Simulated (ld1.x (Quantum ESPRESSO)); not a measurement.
# Scattering properties, TM potential for aluminium (Al)

* Element: Al (Z = 13)
* Generator: ld1.x (Quantum ESPRESSO) 7.5
* Type: norm-conserving Troullier–Martins (Kleinman–Bylander form)
* Functional: PBE
* Relativity: scalar-relativistic
* Frozen core: [He]
* Valence charge: 11
* Reference configuration: 2s2 2p6 3s2 3p1
* Partial waves: 2s (bound): rc 0.80 bohr; 2p (bound): rc 0.80 bohr; 3d channel at 0.3 Ry: rc 0.85 bohr
* Local potential: the d channel
* Core correction: none

Occupied shells without a wave of their own: 3p, 3s. They enter only through the test configuration that unscreens the potential.

The phase is arctan(r·u′/u) with u = r·R(r), unwrapped; energies in Ry, scanned from -10 to 5 Ry. A pole is an energy at which the radial function vanishes at the test radius. The pseudo phase is shifted by a multiple of π to meet the all-electron one at the reference energy, and phase errors are pseudo minus all-electron; the curves can meet again beyond the range given. Levels narrower than the energy grid can be missing from the lists of poles.

Problem. For each channel, where are the poles, and over which energies does the pseudopotential scatter like the atom?

Solution.

```tsv
channel	radius (bohr)	reference energy (Ry)	poles, all-electron	poles, pseudo	unbroken range about the reference energy with phases within 0.05 rad	phase error 1 Ry above the reference energy (rad)
s	0.95	-7.95	-4.59	-4.62	the whole range	-0.000
p	0.95	-5.12	-2.43	-2.41	the whole range	+0.000
d	0.95	0.30	none	none	the whole range	+0.000
```

Phases in the p channel:

```
E (Ry)  all-electron  pseudo
-10.00         1.058   1.059
 -9.76         1.038   1.040
 -9.52         1.017   1.018
 -9.28         0.992   0.993
 -9.04         0.964   0.965
 -8.80         0.932   0.933
 -8.56         0.895   0.896
 -8.32         0.851   0.853
 -8.08         0.799   0.801
 -7.84         0.737   0.739
 -7.60         0.662   0.664
 -7.36         0.570   0.572
 -7.12         0.457   0.459
 -6.88         0.318   0.320
 -6.64         0.150   0.151
 -6.40        -0.045  -0.044
 -6.16        -0.256  -0.256
 -5.92        -0.468  -0.468
 -5.68        -0.662  -0.662
 -5.44        -0.830  -0.830
 -5.20        -0.969  -0.969
 -4.96        -1.082  -1.082
 -4.72        -1.175  -1.175
 -4.48        -1.250  -1.250
 -4.24        -1.313  -1.312
 -4.00        -1.365  -1.365
 -3.76        -1.409  -1.409
 -3.52        -1.448  -1.447
 -3.28        -1.481  -1.480
 -3.04        -1.510  -1.509
 -2.80        -1.536  -1.535
 -2.56        -1.559  -1.558
 -2.32        -1.580  -1.579
 -2.08        -1.599  -1.598
 -1.84        -1.617  -1.615
 -1.60        -1.633  -1.631
 -1.36        -1.648  -1.646
 -1.12        -1.662  -1.660
 -0.88        -1.676  -1.674
 -0.64        -1.688  -1.686
 -0.40        -1.700  -1.698
 -0.16        -1.712  -1.710
  0.08        -1.723  -1.720
  0.32        -1.734  -1.731
  0.56        -1.745  -1.741
  0.80        -1.755  -1.752
  1.04        -1.765  -1.761
  1.28        -1.775  -1.771
  1.52        -1.785  -1.781
  1.76        -1.795  -1.790
  2.00        -1.804  -1.800
  2.24        -1.814  -1.809
  2.48        -1.824  -1.818
  2.72        -1.834  -1.828
  2.96        -1.843  -1.837
  3.20        -1.854  -1.847
  3.44        -1.864  -1.857
  3.68        -1.874  -1.867
  3.92        -1.885  -1.877
  4.16        -1.896  -1.887
  4.40        -1.907  -1.897
  4.64        -1.919  -1.908
  4.88        -1.930  -1.919
```
